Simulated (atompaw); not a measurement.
u(r) = r·R(r): atom against pseudo-atom (silver (Ag))

Columns: radius, all-electron u(r) and pseudo u(r) of the 4d shell (level -7.45 eV) of silver in the configuration [Ar] 3d10 4s2 4p6 4d10 5s1 5p0; PBEsol, scalar-relativistic, PAW (atompaw) scheme, atompaw 4.2.0.5.

| r (bohr) | all-electron | pseudo |
| --- | --- | --- |
| 0.073 | -0.1225 | 0.0004 |
| 0.146 | -0.3565 | 0.0032 |
| 0.219 | -0.4493 | 0.0105 |
| 0.292 | -0.3752 | 0.0242 |
| 0.365 | -0.1969 | 0.0456 |
| 0.438 | 0.0222 | 0.0753 |
| 0.512 | 0.2425 | 0.1141 |
| 0.585 | 0.4345 | 0.1602 |
| 0.658 | 0.5916 | 0.2130 |
| 0.731 | 0.7116 | 0.2709 |
| 0.804 | 0.7969 | 0.3318 |
| 0.877 | 0.8520 | 0.3936 |
| 0.950 | 0.8825 | 0.4538 |
| 1.023 | 0.8934 | 0.5101 |
| 1.096 | 0.8894 | 0.5602 |
| 1.169 | 0.8745 | 0.6023 |
| 1.242 | 0.8517 | 0.6353 |
| 1.315 | 0.8235 | 0.6583 |
| 1.388 | 0.7918 | 0.6716 |
| 1.462 | 0.7576 | 0.6755 |
| 1.535 | 0.7228 | 0.6710 |
| 1.608 | 0.6877 | 0.6589 |
| 1.681 | 0.6530 | 0.6400 |
| 1.754 | 0.6191 | 0.6151 |
| 1.827 | 0.5862 | 0.5857 |
| 1.900 | 0.5545 | 0.5545 |

Problem. How many radial nodes do the two functions have?

Solution. The all-electron 4d function has n − l − 1 = 1; the pseudo-wave has 0, since the states of the same l below it are removed with the core.

Problem. Is the pseudo-wave norm-conserving?

Solution. No, it belongs to a PAW set: the norm inside the radius is not constrained, and the difference is carried by the augmentation charge.
